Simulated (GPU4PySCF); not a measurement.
hexaazatrinaphthylene (C24H12N6), SMILES c1ccc2nc3c(nc2c1)c1nc2ccccc2nc1c1nc2ccccc2nc31. Atoms are numbered in the order given.

```xyz
42

C      5.2622    -2.8899     0.0000
C      5.7937    -1.5734     0.0000
C      4.9626    -0.4801     0.0000
C      3.5547    -0.6626     0.0000
N      2.7404     0.4066     0.0000
C      1.4427     0.1919     0.0000
C      0.9051    -1.1397     0.0000
N      1.6900    -2.1952     0.0000
C      3.0185    -1.9910     0.0000
C      3.9050    -3.0998     0.0000
C     -0.5552    -1.3454     0.0000
N     -1.0180    -2.5766     0.0000
C     -2.3512    -2.7472     0.0000
C     -2.8970    -4.0577     0.0000
C     -4.2595    -4.2308     0.0000
C     -5.1339    -3.1123     0.0000
C     -4.6370    -1.8319     0.0000
C     -3.2335    -1.6185     0.0000
N     -2.7461    -0.3660     0.0000
C     -1.4396    -0.2140     0.0000
C     -0.8876     1.1535     0.0000
N     -1.7224     2.1699     0.0000
C     -1.2035     3.4098     0.0000
C     -2.0655     4.5378     0.0000
C     -1.5342     5.8042     0.0000
C     -0.1284     6.0022     0.0000
C      0.7320     4.9317     0.0000
C      0.2151     3.6096     0.0000
N      1.0561     2.5612     0.0000
C      0.5345     1.3537     0.0000
H      5.9458    -3.7422     0.0000
H      6.8774    -1.4346     0.0000
H      5.3412     0.5436     0.0000
H      3.4667    -4.0994     0.0000
H     -2.1998    -4.8974     0.0000
H     -4.6811    -5.2387     0.0000
H     -6.2137    -3.2781     0.0000
H     -5.2836    -0.9526     0.0000
H     -3.1414     4.3538     0.0000
H     -2.1963     6.6733     0.0000
H      0.2679     7.0203     0.0000
H      1.8168     5.0520     0.0000
```
Charge 0, spin multiplicity 1.

Geometry: PBE0-D3(BJ)/def2-SVP.

Computed with GPU4PySCF with ωB97X-V/def2-SVP.

Isolated molecule, no solvent.

Computed frontier levels, gap, dipole moment and polarisability:
```json
{
 "highest_occupied_level": "-8.78 eV",
 "lowest_empty_level": "-0.84 eV",
 "orbital_gap": "7.94 eV",
 "dipole_moment": "0.00 D",
 "quadrupole, principal values (traceless, Buckingham form, about the centre of nuclear charge)": "-31.73, 15.87, 15.87 D·Å",
 "mean_static_polarisability": "338.7 bohr³ (50.20 Å³)",
 "polarisability_principal_values": "111.5, 452.4, 452.4 bohr³"
}
```
